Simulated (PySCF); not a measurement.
Species: C5H13NSSi.
Atom-mapped SMILES: `[CH3:1][C@H:2]([NH:3][SiH2:4][SH:5])[CH:6]1[CH2:7][CH2:8]1` (hydrogens: H9, H10, H11 on C1; H12 on C2; H13 on N3; H14, H15 on Si4; H16 on S5; H17 on C6; H18, H19 on C7; H20, H21 on C8)

Cartesian coordinates in Å at the GFN2-xTB level; atoms count from 1:
```xyz
21
C5H13NSSi angstrom
C     -0.1461   -1.9805   -0.4305
C     -0.0914   -0.4592   -0.2835
N      1.0580   -0.0377    0.4913
Si     2.5846    0.3008   -0.1909
S      3.8176    0.9734    1.4360
C     -1.3568    0.0645    0.3621
C     -1.7596    1.4929    0.1546
C     -2.5510    0.3920   -0.4816
H      0.7523   -2.3405   -0.9254
H     -1.0137   -2.2694   -1.0177
H     -0.2160   -2.4513    0.5480
H      0.0184   -0.0126   -1.2764
H      1.0054   -0.3620    1.4471
H      3.3656   -0.7938   -0.7633
H      2.4102    1.3925   -1.1438
H      2.9911    1.9097    1.8730
H     -1.5465   -0.3632    1.3400
H     -1.1346    2.1022   -0.4799
H     -2.1955    2.0316    0.9819
H     -2.4677    0.2573   -1.5493
H     -3.5331    0.1703   -0.0924
```

Computed at PBE0/pcSseg-1 (PySCF, non-relativistic), with Q(14N) = 0.02044 b, Q(33S) = −0.0678 b: N3, 14N (I = 1): χzz = -4.936 MHz, η = 0.316; S5, 33S (I = 3/2): χzz = 31.97 MHz, η = 0.867.

Question: Find the zero-field quadrupole resonance frequencies of 14N at N3.

Answer: From ν± = (3/4)|χ|(1 ± η/3) and ν0 = |χ|η/2: ν+ 4.091 MHz, ν− 3.312 MHz, ν0 0.779 MHz (silicon-bound nitrogen).

Question: Where would the pure quadrupole (NQR) lines of 33S at S5 fall for the rigid, isolated species?

Answer: From ν = (|χ|/2)√(1 + η²/3): ν = 17.88 MHz (sulfur bonded to Si and H).

In a crystal, neighbours and librations shift these lines. GFN2-xTB bond lengths can be off by several hundredths of an ångström, more for odd bonds, and the gradients follow them. With so small a basis the couplings can be 20 % off.

One conformer stands for the species.
